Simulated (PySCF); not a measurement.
**Unknown compound**

An unknown has the formula C6H9NOSi. Its calculated NMR data are:

1H NMR (500 MHz, computed): δ 7.15 (s, 1H), 1.68 (s, 2H), 0.37 (s, 6H).

13C{1H} NMR (computed): δ 168.7 (CH), 121.7 (C), 95.1 (C), 20.7 (CH2), 0.8 (CH3).

[PySCF 2.14.0 with density-fitted response routines: GFN2-xTB structure; PBE0/pcSseg-1 with gauge-including orbitals; non-relativistic; a single conformation; one averaged value for each set of equivalent atoms; no solvent]

Shifts are taken against calculated references (same method and geometry level): 1H (31.72 ppm), 13C (186.93 ppm) against TMS.

Q: Choose the structure that fits.
A. N#C[Si@@H]1CC[C@]12C[C@H]2O
B. N#C/C=C1\C[SiH2]CCO1
C. N#C/C=C/C(=O)CC[SiH3]
D. N#CCC1=C[SiH2]CCO1
E. N#C[C@@H]1[SiH2]C[C@@]12C[C@H]2O
F. C[Si]1(C)CC(C#N)=CO1

A: F. 

- The formula gives 4 degrees of unsaturation (1 ring in the answer).
- 5 carbon signals for 6 carbons: some carbons are equivalent by symmetry or fast rotation.
- Carbon types of the structure: 2 × C, 1 × CH, 1 × CH2, 2 × CH3, which accounts for all hydrogens.
- δC 168.7: alkene carbon bearing oxygen; an sp2 carbon further deshielded by the attached heteroatom.
- δC 121.7: nitrile carbon; typical of a nitrile.
- δC 95.1: β carbon of an enol-ether or enamine type C=C; the O or N lone pair pushes π density onto this β carbon and shields it.
- δC 0.8: methyl carbon bonded to Si; an electropositive neighbour leaves it electron-rich and shielded.
- δH 0.37: hydrogen on a methyl carbon bonded to Si; an electropositive neighbour shields it, as in TMS itself.

The others: N#C[C@@H]1[SiH2]C[C@@]12C[C@H]2O would give 6 carbon signals, not 5; N#C/C=C1\C[SiH2]CCO1 would give 6 carbon signals, not 5; N#C/C=C/C(=O)CC[SiH3] would give 6 carbon signals, not 5; N#C[Si@@H]1CC[C@]12C[C@H]2O would give 6 carbon signals, not 5; N#CCC1=C[SiH2]CCO1 would give 6 carbon signals, not 5.

Shifts are as computed. Against solution values, carbons near 30 ppm lie about +3 ppm off and those near 130 ppm about +5 ppm. Of 1309 compounds with measured shifts, 239 miss one by over three times the rms of a fit or turn the order of signals round; such compounds aren't used in these exercises. No couplings were computed; multiplicities are counted from neighbouring protons, with m where these are inequivalent, close in shift, in a saturated or five-membered ring or joined by F or P, and br s for small geminal =CH2 splittings.
